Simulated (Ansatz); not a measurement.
Mulliken charges of CH$_{4}$ClFOSi, SMILES `FCO[SiH2]Cl` from PBE/def2-TZVPP in Ansatz (PBE0-D4/def2-TZVP geometry).

```json
{"atom": "F1", "x (Å)": "-1.228", "y (Å)": "1.075", "z (Å)": "1.099", "charge (e)": "-0.195"}
{"atom": "C2", "x (Å)": "0.135", "y (Å)": "0.992", "z (Å)": "0.941", "charge (e)": "0.134"}
{"atom": "O3", "x (Å)": "0.497", "y (Å)": "-0.283", "z (Å)": "0.575", "charge (e)": "-0.282"}
{"atom": "Si4", "x (Å)": "-0.008", "y (Å)": "-1.101", "z (Å)": "-0.756", "charge (e)": "0.476"}
{"atom": "Cl5", "x (Å)": "0.249", "y (Å)": "0.065", "z (Å)": "-2.425", "charge (e)": "-0.223"}
{"atom": "H6", "x (Å)": "0.598", "y (Å)": "1.217", "z (Å)": "1.904", "charge (e)": "0.103"}
{"atom": "H7", "x (Å)": "0.417", "y (Å)": "1.723", "z (Å)": "0.176", "charge (e)": "0.088"}
{"atom": "H8", "x (Å)": "0.869", "y (Å)": "-2.282", "z (Å)": "-0.848", "charge (e)": "-0.049"}
{"atom": "H9", "x (Å)": "-1.440", "y (Å)": "-1.453", "z (Å)": "-0.683", "charge (e)": "-0.051"}
```

Question: By hand: the dipole of these point charges (1 e Å = 4.8032 D).

Answer: Σ q r = (0.187, -0.073, 0.219) e Å, of length 0.297 e Å = 1.43 D.

Question: How does the dipole of the full density compare? (Estimate.)

Answer: The calculation gave: (0.171, -0.013, 0.105) e Å, 0.97 D; the point charges give 1.47 times that, at 21° from its direction.

Point charges leave out the atoms' own dipoles, such as those of lone pairs, and Mulliken's split depends on the basis, so the two needn't agree.
